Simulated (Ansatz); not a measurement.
Frontier orbitals of `NC1(O)N[SiH2]1`.

```xyz
11

N    -0.092   -1.508    0.304
C    -0.377   -0.158   -0.032
O    -1.743    0.054   -0.254
N     0.224    0.861    0.827
Si    1.032    0.846   -0.712
H    -0.235   -2.110   -0.496
H    -0.736   -1.817    1.030
H    -1.923    0.968   -0.010
H     0.608    0.536    1.704
H     2.382    0.251   -0.847
H     0.860    2.078   -1.515
```

The species carries charge 0 and has multiplicity 1. The geometry is a stationary point of PBE0-D4/def2-TZVP. It is one conformer, not always the lowest. Basis def2-TZVPP, the Gaussian-basis code of Ansatz.

```csv
functional,HOMO (eV),LUMO (eV),gap (eV)
LDA (SPW92),-5.53,-1.32,4.21
PBE,-5.36,-1.13,4.23
PBE0,-6.60,-0.32,6.28
r2SCANh,-6.04,-0.56,5.48
HSE06 (plane-wave form),-6.20,-0.69,5.51
ωB97M-V,-8.82,1.36,10.18
```

From PBE to PBE0 the HOMO moves by −1.24 eV and the LUMO by +0.82 eV, and with ωB97M-V by −3.46 and +2.50 eV, so the gap grows from 4.22 to 10.18 eV with exact exchange. A positive LUMO is unbound and depends on the basis.
